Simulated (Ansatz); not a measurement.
PBE exchange is replaced step by step with exact exchange (0 % is PBE, 25 % PBE0; no dispersion term), basis def2-TZVP, Ansatz. System: VSe2 (the lowest doublet isomer of a short search). The state is a doublet with charge 0. Geometry: PBE-D4/def2-TZVP, each spin state at its own.

Left out: 25, 35, 50 %, where a state is spin-contaminated, unstable or flagged.

Geometry of the doublet:

Cartesian coordinates in Å:
```
V -0.697 -0.105 0.426
Se 1.149 -1.205 0.785
Se -0.452 1.310 -1.212
```

At PBE-D4/def2-TZVP, PBE with 5 % exact exchange/def2-TZVP, PBE with 10 % exact exchange/def2-TZVP, PBE with 15 % exact exchange/def2-TZVP the charge 0 doublet is spin-contaminated (final ⟨S²⟩ up to 1.03, 0.75 for a pure state). The structure comes from a short search, and lower isomers may exist.

HOMO and LUMO are taken over both spins.

```
exact exchange (%)  HOMO (eV)  LUMO (eV)  gap (eV)   ⟨S²⟩  quartet − doublet (kJ/mol)
                 0      -5.43      -4.57      0.86  0.861                        88.2
                 5      -5.78      -4.38      1.40  0.902                        81.1
                10      -5.94      -4.19      1.75  0.957                        74.1
                15      -6.11      -3.99      2.12  1.027                        67.3
```
